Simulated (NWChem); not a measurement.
# Basis-set convergence for H2BF

```xyz
4

B      0.0000     0.0000    -0.6715
H      1.0683     0.0000    -1.2339
H     -1.0683     0.0000    -1.2339
F      0.0000     0.0000     0.6472
```
Charge 0, spin multiplicity 1.

Everything below was run with NWChem. All single points use one geometry, from B3LYP/def2-SVP, a minimum by its harmonic frequencies.

Quantity: LUMO energy at the level PBE.

The Pople sets run with spherical d functions. The structure started from a generated list of species.

| basis | functions | LUMO energy (eV) |
|---|---|---|
| STO-3G | 12 | … |
| pcseg-1 | 38 | … |
| 6-31+G* | 40 | -2.23 |
| def2-SVPD | 59 | … |
| def2-TZVP | 74 | -2.23 |
| pcseg-2 | 88 | -2.28 |
| cc-pVTZ | 88 | -2.20 |
| def2-TZVPP | 90 | -2.24 |
| def2-TZVPD | 95 | -2.29 |
| cc-pVQZ | 170 | -2.25 |

Q: Complete the blanks.

A: 
- STO-3G, LUMO energy (eV): 1.18
- pcseg-1, LUMO energy (eV): -2.16
- def2-SVPD, LUMO energy (eV): -2.34
